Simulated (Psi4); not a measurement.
C4H9, charge -1, singlet, geometry from GFN2-xTB (a gas-phase anion, which may not be bound at this level); HF/def2-TZVP (Psi4).

Psi4 was given this input:
```
memory 2 GB

molecule mol {
-1 1
C     0.003607    0.072759    0.358527
H     0.014130   -0.024556    1.491846
C     0.001972    1.489052   -0.212949
H    -0.878369    2.022651    0.264792
H     0.894098    2.017892    0.247925
C     1.242518   -0.686502   -0.130181
H     1.272518   -0.673301   -1.219109
H     2.148534   -0.203547    0.235865
H     1.247660   -1.730211    0.209644
C    -1.248439   -0.679813   -0.106477
H    -1.299085   -0.666395   -1.194638
H    -1.252717   -1.723497    0.233437
H    -2.144719   -0.192018    0.276719
}

set {
  basis def2-tzvp
  reference rhf
}

energy('scf')
print_variables()
```

Task: Predict the main parts of the log of this Psi4 run.

Result: 
```
   => Loading Basis Set <=

    Name: DEF2-TZVP
    Role: ORBITAL
    Keyword: BASIS

         ---------------------------------------------------------
                                   SCF
               by Justin Turney, Rob Parrish, Andy Simmonett
                          and Daniel G. A. Smith
                              RHF Reference
         ---------------------------------------------------------

  ==> Geometry <==

    Molecular point group: c1
    Full point group: C1

    Geometry (in Angstrom), charge = -1, multiplicity = 1:

       Center              X                  Y                   Z               Mass
    ------------   -----------------  -----------------  -----------------  -----------------
         C            0.003642709541     0.052366802603     0.368027590994    12.000000000000
         H            0.014165709541    -0.044948197397     1.501346590994     1.007825032230
         C            0.002007709541     1.468659802603    -0.203448409006    12.000000000000
         H           -0.878333290459     2.002258802603     0.274292590994     1.007825032230
         H            0.894133709541     1.997499802603     0.257425590994     1.007825032230
         C            1.242553709541    -0.706894197397    -0.120680409006    12.000000000000
         H            1.272553709541    -0.693693197397    -1.209608409006     1.007825032230
         H            2.148569709541    -0.223939197397     0.245365590994     1.007825032230
         H            1.247695709541    -1.750603197397     0.219144590994     1.007825032230
         C           -1.248403290459    -0.700205197397    -0.096976409006    12.000000000000
         H           -1.299049290459    -0.686787197397    -1.185137409006     1.007825032230
         H           -1.252681290459    -1.743889197397     0.242937590994     1.007825032230
         H           -2.144683290459    -0.212410197397     0.286219590994     1.007825032230

  Running in c1 symmetry.

  Rotational constants: A =      0.27621  B =      0.26951  C =      0.15658 [cm^-1]
  Rotational constants: A =   8280.71621  B =   8079.79406  C =   4694.23178 [MHz]
  Nuclear repulsion =  126.185885691876749

  Charge       = -1
  Multiplicity = 1
  Electrons    = 34
  Nalpha       = 17
  Nbeta        = 17

  ==> Algorithm <==

  SCF Algorithm Type is DF.
  DIIS enabled.
  MOM disabled.
  Fractional occupation disabled.
  Guess Type is SAD.
  Energy threshold   = 1.00e-06
  Density threshold  = 1.00e-06
[...]

                           Total Energy        Delta E     RMS |[F,P]|

   @DF-RHF iter SAD:  -155.99522073028294   -1.55995e+02   0.00000e+00
   @DF-RHF iter   1:  -156.34098423479909   -3.45764e-01   3.99542e-03 DIIS/ADIIS
   @DF-RHF iter   2:  -156.54863355647959   -2.07649e-01   2.49547e-03 DIIS/ADIIS
   @DF-RHF iter   3:  -156.65582978818259   -1.07196e-01   3.32783e-04 DIIS/ADIIS
   @DF-RHF iter   4:  -156.65896037296338   -3.13058e-03   1.04158e-04 DIIS/ADIIS
   @DF-RHF iter   5:  -156.65923671113603   -2.76338e-04   1.94894e-05 DIIS
   @DF-RHF iter   6:  -156.65925114962215   -1.44385e-05   4.37456e-06 DIIS
   @DF-RHF iter   7:  -156.65925201567524   -8.66053e-07   1.24167e-06 DIIS
   @DF-RHF iter   8:  -156.65925210989832   -9.42231e-08   3.27804e-07 DIIS
  Energy and wave function converged.

  ==> Post-Iterations <==

    Orbital Energies [Eh]
    ---------------------

    Doubly Occupied:

[...]
    Virtual:

[...]
    Final Occupation by Irrep:
              A
    DOCC [    17 ]
    NA   [    17 ]
    NB   [    17 ]

  @DF-RHF Final Energy:  -156.65925210989832

   => Energetics <=

    Nuclear Repulsion Energy =            126.1858856918767486
    One-Electron Energy =                -466.7674374655415477
    Two-Electron Energy =                 183.9222996637664664
    Total Energy =                       -156.6592521098983184

Computation Completed

Properties will be evaluated at   0.000000,   0.000000,   0.000000 [a0]

Properties computed using the SCF density matrix

 Multipole Moments:

 ------------------------------------------------------------------------------------
     Multipole            Electronic (a.u.)      Nuclear  (a.u.)        Total (a.u.)
 ------------------------------------------------------------------------------------

 L = 1.  Multiply by 2.5417464519 to convert [e a0] to [Debye]
 Dipole X            :         -0.0006122            0.0022231            0.0016109
 Dipole Y            :         -0.6798152           -1.2716884           -1.9515036
 Dipole Z            :          0.1274892            0.5924679            0.7199571
 Magnitude           :                                                    2.0800738

 ------------------------------------------------------------------------------------

  Variable Map:
  ----------------------------------------------------------------------------
[...]
  Array Variable Map:
  ----------------------------------------------------------------------------
[...]
[...]
```
